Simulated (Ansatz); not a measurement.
[5.6]paracyclophane (C₂₃H₃₀), relaxed as a singlet with RKS PBE-D4/def2-SVP in Ansatz, starting from the GFN2-xTB geometry. Force threshold 0.03 eV/Å.

Single mean-field runs in def2-SVP are fitted with def2-universal-jkfit.

Start:

```xyz
53

C    -2.4441    0.8402    0.7668
C    -2.3061    1.5438   -0.4156
C    -2.4106    0.9066   -1.6439
C    -2.6461   -0.4631   -1.6523
C    -2.7704   -1.1691   -0.4717
C    -2.6772   -0.5275    0.7571
C    -2.8055   -1.3052    2.0344
C    -1.4615   -1.8981    2.4776
C    -0.4529   -0.8262    2.8894
C     0.7133   -1.4049    3.6911
C     1.7038   -2.2370    2.8683
C     2.9271   -1.4421    2.3862
C     2.6599   -0.5751    1.1888
C     2.7119   -1.1197   -0.0885
C     2.5566   -0.3245   -1.2083
C     2.3337    1.0406   -1.0861
C     2.2325    1.5757    0.1913
C     2.3989    0.7828    1.3116
C     2.2140    1.9261   -2.2939
C     0.7541    2.1502   -2.7058
C     0.1149    0.8744   -3.2450
C    -1.2495    1.1088   -3.8915
C    -2.2923    1.6832   -2.9256
H    -2.3758    1.3627    1.7104
H    -2.1251    2.6094   -0.3801
H    -2.7390   -0.9839   -2.5941
H    -2.9542   -2.2345   -0.5028
H    -3.1877   -0.6588    2.8282
H    -3.5160   -2.1232    1.8912
H    -1.6427   -2.5616    3.3276
H    -1.0546   -2.5008    1.6632
H    -0.0790   -0.3064    2.0056
H    -0.9629   -0.0924    3.5195
H     1.2528   -0.5876    4.1757
H     0.2990   -2.0279    4.4890
H     2.0668   -3.0604    3.4878
H     1.1989   -2.6743    2.0060
H     3.2990   -0.8288    3.2102
H     3.7129   -2.1551    2.1227
H     2.9042   -2.1774   -0.2061
H     2.6313   -0.7674   -2.1914
H     2.0471    2.6341    0.3096
H     2.3465    1.2309    2.2939
H     2.7560    1.4818   -3.1321
H     2.6680    2.8950   -2.0719
H     0.7197    2.9252   -3.4759
H     0.1951    2.5046   -1.8387
H     0.0120    0.1532   -2.4317
H     0.7772    0.4384   -3.9979
H    -1.1397    1.7990   -4.7326
H    -1.6093    0.1590   -4.2936
H    -2.0412    2.7201   -2.6957
H    -3.2637    1.6871   -3.4303
```

```csv
step,energy (eV),largest force component (eV/Å),SCF passes
1,-24292.9851,0.770,19
2,-24293.3532,0.264,20
3,-24293.3898,0.092,20
4,-24293.3954,0.053,19
5,-24293.3971,0.019,20
6,-24293.3982,0.015,20
```

Force components are those of the run's own axes.

End:

```xyz
53

C    -2.4074    0.8427    0.7285
C    -2.2913    1.5495   -0.4769
C    -2.4671    0.9112   -1.7192
C    -2.7552   -0.4689   -1.7098
C    -2.8630   -1.1769   -0.5066
C    -2.6939   -0.5357    0.7377
C    -2.7969   -1.3120    2.0303
C    -1.4610   -1.8864    2.5447
C    -0.4300   -0.8289    2.9588
C     0.7484   -1.4021    3.7612
C     1.7491   -2.2848    2.9895
C     2.9566   -1.5404    2.3806
C     2.6824   -0.6317    1.2020
C     2.7089   -1.1356   -0.1140
C     2.5407   -0.2918   -1.2200
C     2.3277    1.0918   -1.0567
C     2.2589    1.5891    0.2601
C     2.4394    0.7469    1.3665
C     2.1860    2.0148   -2.2476
C     0.7416    2.1918   -2.7561
C     0.1232    0.9140   -3.3291
C    -1.2583    1.1053   -3.9678
C    -2.3330    1.6739   -3.0198
H    -2.2813    1.3754    1.6843
H    -2.0683    2.6288   -0.4544
H    -2.9053   -0.9997   -2.6639
H    -3.0979   -2.2539   -0.5292
H    -3.2280   -0.6570    2.8187
H    -3.5131   -2.1493    1.8935
H    -1.6831   -2.5350    3.4219
H    -1.0330   -2.5582    1.7686
H    -0.0636   -0.2817    2.0647
H    -0.9423   -0.0693    3.5913
H     1.3080   -0.5686    4.2417
H     0.3275   -1.9930    4.6052
H     2.1597   -3.0471    3.6859
H     1.2274   -2.8610    2.1942
H     3.4431   -0.9494    3.1870
H     3.7037   -2.2994    2.0648
H     2.9007   -2.2090   -0.2761
H     2.6052   -0.7109   -2.2369
H     2.0913    2.6667    0.4211
H     2.4189    1.1743    2.3820
H     2.8149    1.6330   -3.0816
H     2.5950    3.0120   -1.9806
H     0.7366    2.9868   -3.5355
H     0.1154    2.5728   -1.9207
H     0.0512    0.1499   -2.5253
H     0.8123    0.4889   -4.0930
H    -1.1772    1.7772   -4.8512
H    -1.6027    0.1268   -4.3675
H    -2.1122    2.7373   -2.7911
H    -3.3089    1.6771   -3.5539
```

By distances, no bond broke or formed. The bond that changes most is C4–H26, from 1.08 to 1.10 Å (atoms count from 1).

The force fell under the threshold at step 5, but the optimiser went on. No frequencies were taken in this run, so the end may be a saddle point.

It took 17 s on 4 threads of AMD EPYC 7R13 on a shared host and a share (37 GiB) of an NVIDIA H100 80GB HBM3, peak host memory 1.1 GiB.
